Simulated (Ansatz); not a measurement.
Two structures of GaH₃O, singlet, reached by relaxing down either side of one saddle point (PBE0-D4/def2-TZVP). Energies are electronic, without zero-point energy. Ansatz 0.2.0; basis: def2-TZVPP and def2-QZVPP; cores frozen in the correlated methods. Filled d shells of the heavier atoms are correlated. The def2 sets are not built for correlating such inner shells, so the correlated values are less sure here. Extrapolation: Hartree–Fock as exp(−7.88 √X), correlation as X^−2.97. First:

```xyz
5
angstrom
Ga -0.3497 0.3166 0.2828
H -1.4995 0.4446 -0.7718
O 1.0812 -0.6545 -0.1713
H 1.0333 -1.0348 -1.0505
H -0.2653 0.9281 1.7109
```

Second:

```json
{"atom": "Ga1", "x (Å)": "0.4980", "y (Å)": "0.4645", "z (Å)": "1.5874"}
{"atom": "H2", "x (Å)": "-0.9275", "y (Å)": "-0.7260", "z (Å)": "-2.6539"}
{"atom": "O3", "x (Å)": "0.5145", "y (Å)": "-0.2277", "z (Å)": "0.1015"}
{"atom": "H4", "x (Å)": "-0.5699", "y (Å)": "-0.6177", "z (Å)": "-2.0037"}
{"atom": "H5", "x (Å)": "0.4848", "y (Å)": "1.1069", "z (Å)": "2.9687"}
```

Q: Which bonds change from the first to the second?

A: GaH₃O ([OH][GaH2]) → GaHO ([O][GaH]) + H₂; bonds formed: H2–H4; bonds broken: Ga1–H2, O3–H4.

Q: Give the saddle point's structure and its height above each. (An estimate is asked for; the value comes from the calculation.)

A: By the calculation: 3.038 eV above the first and 0.949 eV above the second (CCSD(T) at an estimated basis limit (MP2 extrapolated from triple and quadruple zeta, plus CCSD(T) − MP2 in triple zeta)).
```tsv
atom	x (Å)	y (Å)	z (Å)
Ga1	0.1661	0.2087	0.6463
H2	-0.8329	-0.0403	-1.0534
O3	1.2152	-0.7699	-0.2647
H4	0.0096	-0.4711	-1.0132
H5	-0.5579	1.0726	1.6850
```

The T1 diagnostic stays at or below 0.027. The T1 diagnostic is large here, which may signal multireference character or strong orbital relaxation, so CCSD(T) is less sure.

Labels in which every atom is bracketed show which atoms are joined, not bond orders.

For scale, one of the runs: CCSD(T)/def2-TZVPP, 121 basis functions, launched by `ansatz run in.yaml --threads 2 --pin off --events-out ev --progress --plain --max-ram 4352MiB`. Hardware: 2 CPU threads, shared host. Wall time about 9 s.
